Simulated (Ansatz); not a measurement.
Total energies of the cluster YF₃ from Ansatz at CCSD(T)/def2-TZVPP, gas phase (1 Eh = 27.2114 eV = 2625.5 kJ/mol). The reference geometry is relaxed at PBE-D4/def2-TZVP.

```
atom    x (Å)    y (Å)    z (Å)
  Y1  -0.1125   0.0465  -0.0988
  F2   0.8867  -1.0719  -1.4335
  F3   0.5661   1.8872   0.3280
  F4  -1.3403  -0.8618   1.2043
```

```tsv
state	geometry	energy (Eh)
charge 0 singlet	reference	-337.64685
charge 1 doublet	reference	-337.14061
charge 0 triplet	relaxed at PBE-D4/def2-TZVP	-337.37185
charge 0 quintet	relaxed at PBE-D4/def2-TZVP	-337.12649
```

In the def2 sets Y takes a core potential; there is no spin–orbit coupling. Correlated methods freeze 3 core orbitals; core or outer-core shells of Y are correlated, in sets that lack core-valence functions.

Work out the vertical ionisation energy to the doublet.

E(charge 1 doublet) − E(charge 0 singlet) = -337.14061 − (-337.64685) = 0.50624 Eh = 13.78 eV.

Which of the charge 0 states is lowest, and how far above it are the others?

The singlet. triplet: -337.37185 − (-337.64685) = 0.27500 Eh = 722.0 kJ/mol; quintet: -337.12649 − (-337.64685) = 0.52036 Eh = 1366.2 kJ/mol.

The structure comes from a short search, and lower isomers may exist.
